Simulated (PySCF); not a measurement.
C₂H₂F₃, SMILES C(F)(F)(F)[CH2], multiplicity 2.

The structure is a stationary point at B3LYP-D3(BJ)/def2-SVP. The isomer is the one that the SMILES or the coordinates give; other isomers of the formula were not compared.

Computed with TDA-M06-2X/def2-SVPD in PySCF.

Vertical excitations. The molecule is in vacuum.

Computed lowest excited states:
```
state    energy (eV)  λ (nm)      f          main pairs
-------  -----------  ------  -----  ------------------
root 1          6.29     197  0.000    β HOMO→LUMO 92 %
root 2          6.50     191  0.000  β HOMO−1→LUMO 82 %
root 3          7.12     174  0.025    α HOMO→LUMO 88 %
root 4          8.22     151  0.000  α HOMO→LUMO+4 85 %
root 5          8.48     146  0.003  α HOMO→LUMO+1 78 %
root 6          8.63     144  0.002  β HOMO−2→LUMO 95 %
root 7          9.15     135  0.007  β HOMO−3→LUMO 93 %
root 8          9.21     135  0.000  α HOMO→LUMO+2 82 %
root 9          9.30     133  0.000  β HOMO−4→LUMO 82 %
root 10         9.37     132  0.012  α HOMO→LUMO+5 68 %
```
Unrestricted roots are not spin-pure.
